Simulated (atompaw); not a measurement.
## S (Z = 16): one change to a PAW (atompaw) potential, before and after

- Element: S (Z = 16)
- Generator: atompaw 4.2.0.5
- Type: PAW
- Functional: PBE
- Relativity: scalar-relativistic
- Frozen core: [Ne]
- Valence charge: 6
- Reference configuration: 3s2 3p2.5 (charge +1.5)
- Partial waves: 3s (bound): rc 1.75 bohr; 3s channel at -1 Ry: rc 1.60 bohr; 3p (bound): rc 1.75 bohr; 3p channel at -1.2 Ry: rc 1.75 bohr
- Local potential: vpsmatchnc scheme with l = 2 at 0.5 Ry, radius 1.40 bohr
- Core correction: smooth core density matched at 1.25 bohr
- Augmentation charge: sinc compensation charge, radius 1.65 bohr; PAW radius 1.75 bohr; waves and projectors: custom rrkj vanderbiltortho

Change: wave 3p channel at -1.2 Ry: rc 1.75 bohr becomes 3p channel at -1.2 Ry: rc 0.96 bohr.

Cutoffs: the cutoffs (Ry, on a coarse ladder) from which the occupation-weighted sum of valence levels, in a spherical-Bessel basis at the reference potential, stays within 10 and 1 mRy of its value at 400 Ry; they do not see the model core or the augmentation charge, which bear on the density cutoff.

Question: What does the change do?

Answer: The potential gets softer (18 Ry and 25 Ry → 15 Ry and 25 Ry); both files keep a bound ghost (s); the range in which the p phases agree narrows (upper end at the end of the scan → -0.1).

| quantity | base | changed |
| --- | --- | --- |
| cutoff, loose | 18 Ry | 15 Ry |
| cutoff, tight | 25 Ry | 25 Ry |
| loose cutoff by channel (10 mRy a level) | s 8 Ry, p 15 Ry | s 8 Ry, p 12 Ry |
| bound ghosts | s | s |
| s: phases at 1.75 bohr within 0.05 rad from the reference energy up to (Ry; the scan ends near 5) | 4.0 | 4.0 |
| p: phases at 1.75 bohr within 0.05 rad from the reference energy up to (Ry; the scan ends near 5) | to the end of the scan | -0.1 |
| lowest overlap eigenvalue by channel | s 0.17, p 0.64 | s 0.17, p 0.01 |

 A true bound ghost makes a file unfit for plane-wave use even where its test errors are small: the radial tests pick states by their node count and pass the ghost by. The cutoffs see the waves, projectors and local potential, not the compensation charge or the core.
